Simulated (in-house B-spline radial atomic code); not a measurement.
# Binding energies in the erbium ion Er⁺

NIST's tabulated ground configuration is [Xe] 4f12 6s1; each binding energy is the energy of the ion with one electron taken from that subshell, relaxed, less that of the parent. All numbers are computed (Dirac-Hartree-Fock, average of configuration; Fermi nucleus of rms radius 5.2516 fm) with an all-electron radial atomic-structure program (B-spline basis), not measured. Energies include first-order Breit, QED and recoil terms.

```csv
subshell,X-ray name,binding energy (eV),-ε (eV),relaxation (eV)
2p1/2,L2,9271.2,9356.2,54.4
2p3/2,L3,8364.7,8437.1,52.0
3p1/2,M2,2015.2,2050.5,29.7
3p3/2,M3,1822,1854.0,28.5
3d3/2,M4,1459.1,1491.9,30.8
3d5/2,M5,1417.8,1449.4,30.3
4p1/2,N2,377.8,391.1,12.2
4p3/2,N3,334.6,346.5,11.2
4d3/2,N4,191.6,202.3,10.5
4d5/2,N5,183.8,194.0,10.1
5p1/2,O2,41.29,43.18,1.78
5p3/2,O3,35.95,37.50,1.50
4f,"N6,7",12.71,19.80,7.22
6s,P1,11.02,11.06,0.03
```

Relaxation = -ε minus the binding energy without Breit, QED and recoil terms.

Emission lines follow as differences of binding energies, with λ = 12398.42 eV·Å / E:

| line | holes | energy (eV) | wavelength (Å) |
| --- | --- | --- | --- |
| L3-M5 | 2p3/2 → 3d5/2 | 6946.9 | 1.7847 |
| L2-M4 | 2p1/2 → 3d3/2 | 7812.1 | 1.5871 |
| L2-N4 | 2p1/2 → 4d3/2 | 9079.6 | 1.3655 |

Problem. What does it cost to remove both a 3p3/2 and a 5p1/2 electron?

Solution. 1878.3 eV, which is 14.94 eV more than the two single binding energies together.

Problem. What does it cost to remove two 3p3/2 electrons?

Solution. 3693.4 eV, which is 49.39 eV more than the two single binding energies together.
